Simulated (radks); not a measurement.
Se XXIV, 11 electrons, occupied as [Ne] 3s1. Method: Dirac Kohn-Sham, exchange-only PBE, spin-unpolarised, spherical densities, finite nucleus; Fermi nuclear charge, rms radius 4.14 fm; computed with a radial shooting solver on a logarithmic mesh with Libxc functionals.

Normalised radial functions P(r) = r R(r) (large component), r in bohr:

r,2s1/2,3s1/2
0.001475,0.1955,0.0962
0.001845,0.2398,0.1180
0.00229,0.2910,0.1432
0.002865,0.3542,0.1743
0.003556,0.4261,0.2096
0.004449,0.5127,0.2521
0.005521,0.6080,0.2988
0.006908,0.7180,0.3527
0.008573,0.8321,0.4085
0.01073,0.9530,0.4672
0.01331,1.0628,0.5201
0.01665,1.1545,0.5631
0.02067,1.2014,0.5830
0.02586,1.1797,0.5671
0.03209,1.0604,0.5006
0.04015,0.8032,0.3629
0.04983,0.4061,0.1542
0.06234,-0.1582,-0.1364
0.07737,-0.8094,-0.4599
0.0968,-1.5040,-0.7760
0.1201,-2.0623,-0.9681
0.1503,-2.3782,-0.9369
0.188,-2.3269,-0.5877
0.2334,-1.9425,0.0365
0.292,-1.3391,0.8217
0.3624,-0.7597,1.4432
0.4533,-0.3254,1.6754
0.5626,-0.1057,1.4317
0.7039,-0.0223,0.8963
0.8736,-0.0031,0.4107
1.093,-0.0002,0.1220
1.356,0.0000,0.0236

2s1/2: eigenvalue -2604.4 eV, 1 radial node at r = 0.0589 bohr, <r> = 0.192 bohr, 90 % of the charge inside 0.296 bohr. 3s1/2: eigenvalue -1013.7 eV, 2 radial nodes at r = 0.0565, 0.231 bohr, <r> = 0.475 bohr, 90 % of the charge inside 0.688 bohr.
